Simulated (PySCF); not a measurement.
Isomers of C7H15PSi, one GFN2-xTB conformer each. Single-point energies are computed at PBE0/pcSseg-1 (PySCF, gas phase, no added dispersion term), electronic only.

Problem. Rank them by PBE0/pcSseg-1 energy, lowest first (kcal/mol).
A. `[CH3:1][CH2:2][C:3]#[C:4][Si@H:5]([PH2:6])[CH:7]([CH3:8])[CH3:9]` with C4–Si5–P6–H -30° and 63°, C4–Si5–C7–C8 -175°
B. `[CH2:1]=[CH:2][Si@@:3]1([PH2:4])[CH2:5][CH2:6][C@H:7]1[CH2:8][CH3:9]` with C1–C2–Si3–P4 3°, C2–Si3–P4–H 167° and 74°, C6–C7–C8–C9 -69°, C2–Si3–C5–C6 101°, Si3–C5–C6–C7 14°, C5–C6–C7–C8 -137°, C2–Si3–C7–C6 -99°
C. `[CH3:1][CH2:2][CH2:3][C:4]1=[CH:5][CH2:6][Si@H:7]([PH2:8])[CH2:9]1` with C1–C2–C3–C4 64°, C2–C3–C4–C5 -103°, C6–Si7–P8–H 168° and 75°

Solution. C (0.0), B (19.1), A (25.7).

As drawn, the lowest has a C=C bond outside aromatic rings, which the highest lacks; the highest has a C≡C bond, which the lowest lacks. GFN2-xTB itself gives, in the same order: 0.0, 29.1, 26.9. Both levels put the same isomer lowest; measured from each level's own lowest isomer, the values differ by up to 10.0 kcal/mol (C=C[Si@@]1(P)CC[C@H]1CC: 29.1 against 19.1).

Problem. Which frontier levels, dipoles and rotational constants go with these structures?

Solution. 
```csv
SMILES,"HOMO (eV, PBE0/pcSseg-1)",LUMO (eV),dipole (D),"A, B, C (MHz)"
CCCC1=CC[Si@H](P)C1,-6.79,0.55,0.92,"2771, 521.6, 494.6"
C=C[Si@@]1(P)CC[C@H]1CC,-7.13,-0.55,0.96,"1470, 713.6, 661.0"
CCC#C[Si@H](P)C(C)C,-7.05,0.11,2.25,"1540, 547.0, 476.8"
```
